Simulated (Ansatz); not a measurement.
# A cut through the energy surface

GaF3 (SMILES [F][Ga]([F])[F]), closed shell, at its PBE0-D4/def2-TZVP minimum:

F1  (-0.049, -1.610, 0.646)
Ga2  (0.014, -0.015, -0.005)
F3  (0.964, 1.196, 0.771)
F4  (-0.874, 0.369, -1.432)
(Å)

The bond length Ga2–F3 (1.724 Å at the minimum) is set to the values below, with the rest relaxed at PBE0-D4/def2-TZVP at each step. Each method's energies count from its own value at the PBE0-D4 minimum structure. Ansatz 0.2.0; basis: def2-TZVPP; cores frozen in the correlated methods. Filled d shells of the heavier atoms are correlated. The def2 sets are not built for correlating such inner shells, so the correlated values are less sure here. B3LYP uses VWN-RPA correlation.

| bond length (Å) | CCSD(T) (kJ/mol) | r2SCAN-D4 (kJ/mol) | wB97M-V (kJ/mol) | HF (kJ/mol) |
| --- | --- | --- | --- | --- |
| 1.552 | 59.4 | 58.2 | 60.6 | 51.3 |
| 1.586 | 35.8 | 35.0 | 36.8 | 29.0 |
| 1.637 | 12.9 | 12.7 | 13.6 | 8.5 |
| 1.696 | 1.2 | 1.2 | 1.5 | -0.3 |
| 1.762 | 1.9 | 1.8 | 1.6 | 4.0 |
| 1.832 | ? | 13.3 | 12.8 | 19.9 |
| 1.907 | ? | 33.9 | 33.5 | 45.6 |
| 1.986 | ? | 61.4 | 61.4 | 78.7 |
| 2.069 | 97.8 | 93.8 | 94.7 | 117.2 |

**Question.** Fill in the withheld CCSD(T) values. (Judge from chemistry; the value comes from the calculation.)

**Answer.** The calculation gives: 13.8 kJ/mol at 1.832 Å; 35.2 kJ/mol at 1.907 Å; 63.8 kJ/mol at 1.986 Å. These count from the CCSD(T) energy at the PBE0-D4 minimum.

Largest difference from the CCSD(T) curve over the scan: PBE-D4 21.7; PBE0-D4 2.6; B3LYP-D4 10.2; MP2 1.3 kJ/mol. Each curve counts from its own value at the minimum.

No T1 diagnostic of these runs exceeds 0.017.

For scale, one of the runs: CCSD(T)/def2-TZVPP, 141 basis functions (an equivalent command: `ansatz run in.yaml --threads 2`). Time: 25 s of wall clock on 2 CPU threads; the host was shared. Peak host memory: 0.94 GiB.
